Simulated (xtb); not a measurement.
CH5O, charge +1, singlet, at a GFN2-xTB geometry; GFN1-xTB (xtb).

xtb was given this input:
```
$ xtb mol.xyz --gfn 1 --chrg 1 --json

# file mol.xyz
7

C     -0.73715412     0.12262652     0.07895556
O      0.68944578    -0.10132956    -0.15601806
H     -1.28828874    -0.58933340    -0.53340272
H     -0.97185462     1.13260433    -0.25342893
H     -1.00020091     0.00028268     1.12871617
H      0.93968300    -1.01885832     0.08870637
H      1.22801975     0.55018212     0.34382024
```

The log (banner, timings and long lists left out):

```
   ID    Z sym.   atoms
    1    6 C      1
    2    8 O      2
    3    1 H      3-7

           -------------------------------------------------
          |                Calculation Setup                |
           -------------------------------------------------

           -------------------------------------------------
          |                 G F N 1 - x T B                 |
           -------------------------------------------------

          ...................................................
          :                      SETUP                      :
          :.................................................:
          :  # basis functions                  18          :
          :  # atomic orbitals                  18          :
          :  # shells                           14          :
          :  # electrons                        14          :
          :  # halogen bonds                     0          :
          :  max. iterations                   250          :
          :  Hamiltonian                  GFN1-xTB          :
          :  restarted?                      false          :
          :  GBSA solvation                  false          :
          :  PC potential                    false          :
          :  electronic temp.          300.0000000     K    :
          :  accuracy                    1.0000000          :
          :  -> integral cutoff          0.2500000E+02      :
          :  -> integral neglect         0.1000000E-07      :
          :  -> SCF convergence          0.1000000E-05 Eh   :
          :  -> wf. convergence          0.2000000E-04 e    :
          :  Broyden damping             0.4000000          :
          :  net charge                          1          :
          :  unpaired electrons                  0          :
          ...................................................

 iter      E             dE          RMSdq      gap      omega  full diag
   1     -9.0636258 -0.906363E+01  0.557E+00    9.70       0.0  T
   2     -9.0701566 -0.653081E-02  0.336E+00    9.07       1.0  T
   3     -9.0709130 -0.756440E-03  0.328E-01    8.27       1.0  T
   4     -9.0711628 -0.249786E-03  0.463E-02    8.35       1.0  T
   5     -9.0711690 -0.614473E-05  0.228E-02    8.39       1.7  T
   6     -9.0711698 -0.875149E-06  0.215E-03    8.41      17.5  T
   7     -9.0711698 -0.167361E-07  0.400E-04    8.41      94.4  T
   8     -9.0711698 -0.565658E-09  0.156E-05    8.41    2415.9  T
   9     -9.0711698 -0.254019E-12  0.663E-06    8.41    5704.9  T

   *** convergence criteria satisfied after 9 iterations ***

         :::::::::::::::::::::::::::::::::::::::::::::::::::::
         ::                     SUMMARY                     ::
         :::::::::::::::::::::::::::::::::::::::::::::::::::::
         :: total energy              -8.986356123193 Eh    ::
         :: gradient norm              0.015125732991 Eh/a0 ::
         :: HOMO-LUMO gap              8.408034660609 eV    ::
         ::.................................................::
         :: SCC energy                -9.071169848392 Eh    ::
         :: -> electrostatic           0.150533523430 Eh    ::
         :: repulsion energy           0.085797557144 Eh    ::
         :: dispersion energy         -0.000983831945 Eh    ::
         :: halogen bond corr.         0.000000000000 Eh    ::
         :: add. restraining           0.000000000000 Eh    ::
         :: total charge               1.000000000000 e     ::
         :::::::::::::::::::::::::::::::::::::::::::::::::::::

           -------------------------------------------------
          |                Property Printout                |
           -------------------------------------------------

    * Orbital Energies and Occupations

         #    Occupation            Energy/Eh            Energy/eV
      -------------------------------------------------------------
         1        2.0000           -1.1304772             -30.7619
         2        2.0000           -0.9749939             -26.5309
         3        2.0000           -0.9700342             -26.3960
         4        2.0000           -0.9097361             -24.7552
         5        2.0000           -0.8510711             -23.1588
         6        2.0000           -0.7655099             -20.8306
         7        2.0000           -0.7597717             -20.6744 (HOMO)
         8                         -0.4507821             -12.2664 (LUMO)
         9                         -0.3735255             -10.1641
        10                         -0.3544798              -9.6459
        11                         -0.3040941              -8.2748
        12                         -0.2896435              -7.8816
        13                         -0.2441220              -6.6429
        14                         -0.0264509              -0.7198
        15                          0.0208499               0.5674
        16                          0.0467686               1.2726
        17                          0.0726272               1.9763
        18                          0.1812264               4.9314
      -------------------------------------------------------------
                  HL-Gap            0.3089896 Eh            8.4080 eV
             Fermi-level           -0.6052769 Eh          -16.4704 eV

  Mulliken/CM5 charges         n(s)   n(p)   n(d)
     1C     0.15108  0.01753   1.004  2.845  0.000
     2O    -0.39741 -0.76413   1.687  4.710  0.000
     3H     0.11300  0.17159   0.887  0.000  0.000
     4H     0.11300  0.17159   0.887  0.000  0.000
     5H     0.09253  0.14977   0.907  0.000  0.000
     6H     0.46390  0.62683   0.536  0.000  0.000
     7H     0.46390  0.62683   0.536  0.000  0.000

Wiberg/Mayer (AO) data.
largest (>0.10) Wiberg bond orders for each atom

 ---------------------------------------------------------------------------
     #   Z sym  total        # sym  WBO       # sym  WBO       # sym  WBO
 ---------------------------------------------------------------------------
     1   6 C    3.744 --     5 H    0.982     4 H    0.978     3 H    0.978
                             2 O    0.798
     2   8 O    2.352 --     1 C    0.798     7 H    0.773     6 H    0.773
     3   1 H    0.989 --     1 C    0.978
     4   1 H    0.989 --     1 C    0.978
     5   1 H    0.992 --     1 C    0.982
     6   1 H    0.790 --     2 O    0.773
     7   1 H    0.790 --     2 O    0.773
 ---------------------------------------------------------------------------

Topologies differ in total number of bonds
Writing topology from bond orders to xtbtopo.mol

 dipole moment from electron density (au)
     X       Y       Z
   0.8269  -0.2693   0.7216  total (Debye):    2.872

           -------------------------------------------------
          | TOTAL ENERGY               -8.986356123193 Eh   |
          | GRADIENT NORM               0.015125732991 Eh/α |
          | HOMO-LUMO GAP               8.408034660609 eV   |
           -------------------------------------------------

normal termination of xtb
```
